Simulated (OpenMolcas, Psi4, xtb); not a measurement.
## A ladder of methods for GaBH3ClO (SMILES O[B](Cl)[GaH2])

The species is GaBH3ClO (7 atoms), meant as a singlet with charge 0. As SMILES, `O[B](Cl)[GaH2]`. The shape is that of a PBE0-D4/def2-TZVP optimisation. This is one conformer, not always the lowest.

Quantity: the electronic atomisation energy, in eV. The values are calculated. Electronic energies at fixed atoms, without zero-point motion or spin-orbit coupling.

```
                               level                   kind     program  value (eV)  less CCSD(T)/6-31G*
                            GFN0-xTB         semi-empirical         xtb       30.20                +9.45
     HF/6-31G* (spherical functions)           Hartree–Fock  OpenMolcas       16.63                -4.12
  SVWN5/6-31G* (spherical functions)                    LDA  OpenMolcas       26.57                +5.82
    PBE/6-31G* (spherical functions)                    GGA  OpenMolcas       23.18                +2.43
  M06-L/6-31G* (spherical functions)               meta-GGA  OpenMolcas       22.77                +2.02
  BHLYP/6-31G* (spherical functions)          global hybrid  OpenMolcas       21.79                +1.04
    MP2/6-31G* (spherical functions)    perturbation theory        Psi4       21.36                +0.61
CCSD(T)/6-31G* (spherical functions)  coupled cluster or CI  OpenMolcas       20.75                 0.00
   CCSD/6-31G* (spherical functions)  coupled cluster or CI        Psi4       20.51                -0.24
```

Differences are taken from CCSD(T)/6-31G* (spherical functions) for orientation; it has basis-set and higher-order errors of its own. All-electron rows without a relativistic Hamiltonian named are non-relativistic. The values span 16.63 to 30.20 eV. GFN0-xTB: no spin polarisation, so open shells miss the exchange term that lowers them. In the correlated wave-function rows the outer d shell of Ga is correlated, in sets not made for it.
